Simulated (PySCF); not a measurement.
# Electron correlation in Nb²⁺ (niobium, charge +2)

[Kr] 4d2 5s1, high-spin 4F determinant (an excited configuration). Computed with PySCF 2.14 in aug-cc-pVDZ-PP with ECP28MDF (5s5p4d2f, 54 functions), with scalar relativity through the core potential. Frozen: 4s2 4p6; 3 electrons correlated.

MP2 pair energies summed by pair of shells (mhartree):

```json
{"pair": "4d-5s", "energy": "-6.78", "share (%)": "75.0"}
{"pair": "4d-4d", "energy": "-2.26", "share (%)": "25.0"}
```

Total MP2 correlation energy: -9.03 mhartree.

Same-spin part -9.03 and opposite-spin part 0.00 mhartree; SCS-MP2 scales them by 1/3 and 6/5 to -3.01 mhartree.
